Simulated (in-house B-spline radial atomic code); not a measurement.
The silver ion Ag⁺ is squeezed into an impenetrable sphere of radius R (the orbitals vanish at R). No spin polarisation. Level of theory: non-relativistic Hartree-Fock, average of configuration, point nucleus; calculated with a radial B-spline atomic code at the basis-set limit.

Energies in eV above the free ion in [Kr] 4d10:

| R (bohr) | highest level (eV) | [Kr] 4d10 | [Ar] 3d9 4s2 4p6 4d10 4f1 | [Kr] 4d9 4f1 | -dE/dV in [Kr] 4d10 (GPa) |
| --- | --- | --- | --- | --- | --- |
| 7.06 | -22.5 | 0.002325 | 392.3 | 21.14 | 0.00879 |
| 6.42 | -22.4 | 0.009363 | 393.7 | 22.6 | 0.0423 |
| 4.69 | -22.1 | 0.3712 | 401.4 | 30.27 | 3.05 |
| 4.28 | -21.7 | 0.878 | 404.7 | 33.63 | 8.67 |
| 3.45 | -19.5 | 5.119 | 416.1 | 45.53 | 80.1 |
| 2.89 | -15.2 | 17.79 | 434.4 | 65.19 | 422 |
| 2.78 | -13.7 | 22.97 | 440.8 | 71.96 | 600 |
| 2.02 | 12.5 | 160.1 | 585.7 | 222.8 | 9500 |
| 1.94 | 18.6 | 201.1 | 627.4 | 265.4 | 13200 |
| 1.5 | 86 | 776.9 | 1210 | 849 | 97500 |

Question: Does [Ar] 3d9 4s2 4p6 4d10 4f1 fall below [Kr] 4d10 under compression?

Answer: No, it stays above over the whole range.

Question: Does [Kr] 4d9 4f1 fall below [Kr] 4d10 under compression?

Answer: No, it stays above over the whole range.

The highest level is first positive in the row R = 2.02 bohr, pushed up by confinement above the zero of the free ion's potential. Each configuration is held fixed and needn't be the lowest in the sphere.
